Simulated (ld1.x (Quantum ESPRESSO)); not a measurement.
**What one change does to a pseudopotential (Li (Z = 3), RRKJ)**

```json
{
  "Element": "lithium",
  "Generator": "ld1.x (Quantum ESPRESSO) 7.5",
  "Type": "norm-conserving RRKJ (Kleinman–Bylander form)",
  "Functional": "LDA (PZ)",
  "Relativity": "scalar-relativistic",
  "Frozen core": "[He]",
  "Valence charge": "1",
  "Reference configuration": "2s1 2p0",
  "Partial waves": "2p (bound, empty): rc 4.20 bohr; 3d channel at -0.15 Ry: rc 3.75 bohr; 2s (bound): rc 3.35 bohr",
  "Local potential": "the s channel",
  "Core correction": "a·sin(br)/r model core inside 1.60 bohr"
}
```

Change: core correction none.

Cutoffs: the cutoffs (Ry, on a coarse ladder) from which the occupation-weighted sum of valence levels, in a spherical-Bessel basis at the reference potential, stays within 10 and 1 mRy of its value at 400 Ry; they do not see the model core or the augmentation charge, which bear on the density cutoff. Errors are all-electron minus pseudo energies relative to the spin-unpolarised reference configuration.

Predict the effect on cutoff, ghosts and configuration errors.

Both files are so soft that the ladder of cutoffs tells neither apart; of the 4 tests that both files solve, the error grows in 3 and shrinks in 1 by more than 15 % and 0.3 meV (median size 0.4 → 10.9 meV); neither file shows a bound ghost.

| quantity | base | changed |
| --- | --- | --- |
| cutoff, loose | 6 Ry | 6 Ry |
| cutoff, tight | 6 Ry | 6 Ry |
| bound ghosts | none | none |
| error for 2s0.5 2p0, meV [ΔE 2.04 eV] | +0.4 | +5.6 |
| error for 2s0 2p1, meV [ΔE 1.75 eV] | -8.3 | -1.6 |
| error for 2s1 2p0 (spin-polarised), meV [ΔE -0.23 eV] | -0.4 | +19 |
| error for 2s0.5 2p0 (spin-polarised), meV [ΔE 1.95 eV] | -0.1 | +16 |
| s: phases at 4.57 bohr within 0.05 rad from the reference energy up to (Ry; the scan ends near 5) | 0.6 | 0.6 |
| p: phases at 4.57 bohr within 0.05 rad from the reference energy up to (Ry; the scan ends near 5) | 0.7 | 0.7 |
| d: phases at 4.57 bohr within 0.05 rad from the reference energy up to (Ry; the scan ends near 5) | 4.0 | 4.0 |
